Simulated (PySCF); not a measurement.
## PySCF run on InB

Input:

```python
from pyscf import gto, dft

mol = gto.M(
    atom='In 0 0 0; B 0 0 2.536',
    basis='sbkjc',
    ecp={'In': 'sbkjc', 'B': 'sbkjc'},
    charge=0,
    spin=2,
    verbose=4,
)
mf = dft.UKS(mol, xc='tpssh')
mf.kernel()
mf.dip_moment()
print('orbital energies (hartree):', [e[max(0, n-3):n+3].round(4) for e, n in zip(mf.mo_energy, mol.nelec)])
```

```bash
$ OMP_NUM_THREADS=1 python input.py
```

It prints (some set-up lines and the per-cycle HOMO/LUMO lines with their warnings removed):

```
PySCF version 2.14.0

[INPUT] Symbol           X                Y                Z      unit          X                Y                Z       unit  Magmom
[INPUT]  1 In     0.000000000000   0.000000000000   0.000000000000 AA    0.000000000000   0.000000000000   0.000000000000 Bohr   0.0
[INPUT]  2 B      0.000000000000   0.000000000000   2.536000000000 AA    0.000000000000   0.000000000000   4.792345451897 Bohr   0.0

nuclear repulsion = 13.1459638359464
number of shells = 15
number of NR pGTOs = 73
number of NR cGTOs = 39
basis = sbkjc
ecp = {'In': 'sbkjc', 'B': 'sbkjc'}

******** <class 'pyscf.dft.uks.UKS'> ********
method = UKS
initial guess = minao
damping factor = 0
level_shift factor = 0
DIIS = <class 'pyscf.scf.diis.CDIIS'>
SCF conv_tol = 1e-09
SCF max_cycles = 50
number electrons alpha = 13  beta = 11
XC functionals = tpssh

grids dens level: 3
tot grids = 35920
init E= -160.821212599841

cycle= 1 E= -160.26494040604  delta_E= 0.556  |g|= 7.26  |ddm|= 8.74

cycle= 2 E= -174.860025561396  delta_E= -14.6  |g|= 6.66  |ddm|=   12
cycle= 3 E= -189.319862957197  delta_E= -14.5  |g|= 2.06  |ddm|= 8.17
cycle= 4 E= -190.267887669865  delta_E= -0.948  |g|= 0.943  |ddm|= 3.77

cycle= 5 E= -189.347268575683  delta_E= 0.921  |g|= 1.06  |ddm|= 2.71
cycle= 6 E= -191.602293492106  delta_E= -2.26  |g|= 0.349  |ddm|= 1.75
cycle= 7 E= -191.696164564859  delta_E= -0.0939  |g|= 0.0582  |ddm|= 0.496
cycle= 8 E= -191.6919574149  delta_E= 0.00421  |g|= 0.073  |ddm|= 0.193
cycle= 9 E= -191.699349247846  delta_E= -0.00739  |g|= 0.0202  |ddm|= 0.0979
cycle= 10 E= -191.700083417235  delta_E= -0.000734  |g|= 0.00513  |ddm|= 0.0506
cycle= 11 E= -191.70015687073  delta_E= -7.35e-05  |g|= 0.00352  |ddm|= 0.0152
cycle= 12 E= -191.700245284555  delta_E= -8.84e-05  |g|= 0.0015  |ddm|= 0.0254
cycle= 13 E= -191.700268520911  delta_E= -2.32e-05  |g|= 0.000355  |ddm|= 0.0198
cycle= 14 E= -191.700268830932  delta_E= -3.1e-07  |g|= 0.00014  |ddm|= 0.00249
cycle= 15 E= -191.700269028341  delta_E= -1.97e-07  |g|= 3.51e-05  |ddm|= 0.00176
cycle= 16 E= -191.700269039729  delta_E= -1.14e-08  |g|= 1.24e-05  |ddm|= 0.000397
cycle= 17 E= -191.700269041043  delta_E= -1.31e-09  |g|= 5.8e-06  |ddm|= 0.000155
cycle= 18 E= -191.700269041168  delta_E= -1.24e-10  |g|= 1.18e-06  |ddm|= 5.11e-05
Extra cycle  E= -191.700269041172  delta_E= -4.35e-12  |g|= 1.05e-06  |ddm|= 5.14e-06
converged SCF energy = -191.700269041172  <S^2> = 2.0582712  2S+1 = 3.0385992
Dipole moment(X, Y, Z, Debye): -0.00000,  0.00000, -3.06607
orbital energies (hartree): [array([-0.3009, -0.1581, -0.1581, -0.1265, -0.0627, -0.0627]), array([-0.7327, -0.364 , -0.2622, -0.081 , -0.0784, -0.0784])]
```

In short: E(SCF) = -191.700269 Eh, ⟨S²⟩ = 2.058, μz(SCF) = -3.07 D.

It ran on Arm Neoverse N1 (1 thread, shared host) in 8.7 s.

The bond length is a typed value, not an optimised one. No search for the lowest solution was made.
